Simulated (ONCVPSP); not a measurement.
# What the settings do to the ONCV potential of potassium (K)

Base potential:

```json
{
 "Element": "potassium",
 "Generator": "ONCVPSP 4.0.1",
 "Type": "optimised norm-conserving Vanderbilt (ONCV)",
 "Functional": "LDA (Perdew-Wang 92)",
 "Relativity": "fully relativistic",
 "Frozen core": "[Ne]",
 "Valence charge": "9",
 "Reference configuration": "3s2 3p6 (charge +1)",
 "Partial waves": "3s: rc 1.70 bohr, ncon 5, nbas 9, qcut 9.2 1/bohr, 2 projectors, debl 0.4 Ha; 3p: rc 2.05 bohr, ncon 4, nbas 9, qcut 7.2 1/bohr, 2 projectors, debl 0.9 Ha; d scattering state at 0.12 Ha: rc 1.55 bohr, ncon 5, nbas 10, qcut 6.2 1/bohr, 2 projectors, debl 2.7 Ha",
 "Local potential": "polynomial inside 1.10 bohr (lpopt 4, dvloc0 1 Ha)",
 "Core correction": "polynomial model core, fcfact 0.4"
}
```

Open shells are filled in proportion to 2j + 1.

In the s channel the program set the typed energies aside and used -1.520, 0.250 Ha. In the p channel the program set the typed energies aside and used -0.914, 0.250 Ha (j = l + 1/2; the other j can differ). In the d channel the program set the typed energies aside and used 0.050, 2.750 Ha (j = l + 1/2; the other j can differ).

All-electron outer shells of the reference configuration (LDA (PZ), scalar-relativistic, ld1.x):

```csv
shell,level (eV),outermost node (bohr),outermost maximum (bohr)
3p,-24.97,0.45,1.15
```

Cutoffs, loose and tight: the cutoffs (Ha) at which the residual kinetic energy of the hardest occupied pseudo-wave falls to 1 and 0.1 mHa per electron. They do not see the model core or the augmentation charge, which bear on the density cutoff. Test errors are all-electron minus pseudo excitation energies from the reference, over the configurations 3s2 3p6 4s1; 3s2 3p6 4s0.5; 3s2 3p6 4p1; 3s2 3p5 4s1. A dash means not determined; rows that change the core or the reference have their own tests.

For the base: The cutoffs count occupied waves only; projector 2 of the d channel, the hardest unoccupied one, needs 74 Ha at the loose tolerance.

```csv
change,outcome,"cutoff, loose","cutoff, tight",bound ghosts,GHOST(+) flags above zero,largest test error (meV)
base,"generated, projector energies reset by the program",25 Ha,30 Ha,none,none,-1.9
"local potential polynomial inside 1.30 bohr (lpopt 5, dvloc0 0 Ha)","generated, projector energies reset by the program",25 Ha,30 Ha,none,none,-1.9
p: nbas 7,"generated, projector energies reset by the program",25 Ha,30 Ha,none,none,-2.5
scalar-relativistic,"generated, projector energies reset by the program",25 Ha,30 Ha,none,none,-5.0
d: rc 1.52,"generated, projector energies reset by the program",25 Ha,30 Ha,none,none,-1.9
```

(1) What comes out with this change to the base: p: qcut 10.1?

Results:

(1) outcome: generated, projector energies reset by the program; cutoff, loose: 25 Ha; cutoff, tight: 30 Ha; bound ghosts: none; GHOST(+) flags above zero: none; largest test error (meV): +7.3.
